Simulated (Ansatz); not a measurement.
Reaction (redistribution): `C=N[SiH2][SeH]` + `C#CB[SiH2]C` → `C[SiH2][SiH2][SeH]` + `C#CBN=C`

Calculated with Ansatz (gas phase, PBE0-D4/def2-TZVP geometries, no zero-point term in ΔE). CCSD(T)/CBS adds triple-zeta CCSD(T) − MP2 to the extrapolated MP2 energy (def2 sets, frozen cores). Functionals use def2-TZVPP. For Se outer-core shells are correlated without core-valence functions, which leaves a few kJ/mol of doubt a bond. Scalar relativity is left out up to krypton. One conformer a species, not always the lowest.

| level | ΔE (kJ/mol) |
| --- | --- |
| PBE0-D4 | -90.4 |
| CCSD(T)/def2-TZVPP | -77.8 |
| HF/CBS(def2) | -60.2 |
| CCSD/CBS(def2) | -75.8 |

(1) What does CCSD(T)/CBS give? (Estimate.)

Largest T1 diagnostic among the species: 0.016.

## Answers

(1) Ansatz gave: -77.6 kJ/mol. The listed levels differ from it by -12.8, -0.2, 17.4, 1.8 kJ/mol.

From PBE to PBE0 (25 % exact exchange), in def2-TZVPP and without D4, ΔE moves by +5.9 kJ/mol. In def2-TZVPP, CCSD(T) changes the Hartree–Fock value by −16.7 kJ/mol (the triples alone add −1.8 kJ/mol) and MP2 by −15.9 kJ/mol.

CCSD(T)/CBS has its own doubt, a few kJ/mol and more with outer-core shells, so smaller differences from it don't rank the levels.
